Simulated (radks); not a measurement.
Valence configurations of Ce I (all share [Xe]). All-electron calculation, Dirac Kohn-Sham, BLYP, spin-unpolarised, spherical densities, finite nucleus; open shells fill j = l - 1/2 first; Fermi nuclear charge, rms radius 4.8771 fm. Program: a radial shooting solver on a logarithmic mesh with Libxc functionals. Energies are relative to 4f1 5d1 6s2; eigenvalues in eV.

valence              E (eV)  e(4f5/2)  e(5d3/2)  e(6p1/2)  e(6s1/2)
4f2 6s2              -0.227    -0.487         -         -    -3.270
4f1 5d1 6s2           0.000    -5.243    -2.956         -    -3.573
4f1 5d2 6s1           0.855    -3.654    -2.010         -    -3.079
4f1.5 5d2 6s0.5       1.260    -0.740    -1.351         -    -2.812
4f2 6s1 6p1           1.904    -1.455         -    -1.652    -3.853
4f1 6s2 6p1           2.247    -8.221         -    -2.070    -4.715
4f1 5d1 6s1 6p1       2.326    -6.261    -3.786    -1.764    -4.158
4f0.5 5d1 6s2 6p0.5   2.946    -9.687    -4.497    -1.753    -4.298
5d2 6s2               4.739         -    -3.960         -    -3.814

NIST lists [Xe] 4f1 5d1 6s2 as the ground configuration; this level of theory puts 4f2 6s2 lower, by 0.227 eV. The energies are those of spherical spin-averaged densities, not of single terms. No valid solution was reached for [Xe] 4f2 5d1 6s1.
